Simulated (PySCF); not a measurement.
Level of theory: B3LYP-D3(BJ)/def2-TZVP in PySCF. Gas-phase values, no solvent. One relaxed conformer stands for a flexible species; it need not be the lowest. B3LYP has the VWN-RPA correlation part, as in Gaussian. Excitations are Tamm–Dancoff values on a coarser integration grid. The basis has no diffuse functions, so Rydberg states are missing or too high.

Reference species (SMILES): `BCBO` (neutral, multiplicity 1).

| Item | Result |
|---|---|
| S1 oscillator strength | 0.024 |
| HOMO | -8.50 eV |
| T1 excitation (TDA) | 5.01 eV |
| S1 excitation (TDA) | 5.67 eV |

Changed species: `BC(B)O`.

Problem. Give the shifts of the S1 oscillator strength, HOMO, T1 excitation (TDA) and S1 excitation (TDA).

Solution. the S1 oscillator strength stays essentially unchanged; the HOMO goes up by 0.69 eV, to -7.81 eV; the T1 excitation (TDA) falls by 0.63 eV, to 4.38 eV; the S1 excitation (TDA) decreases by 0.81 eV, to 4.86 eV.
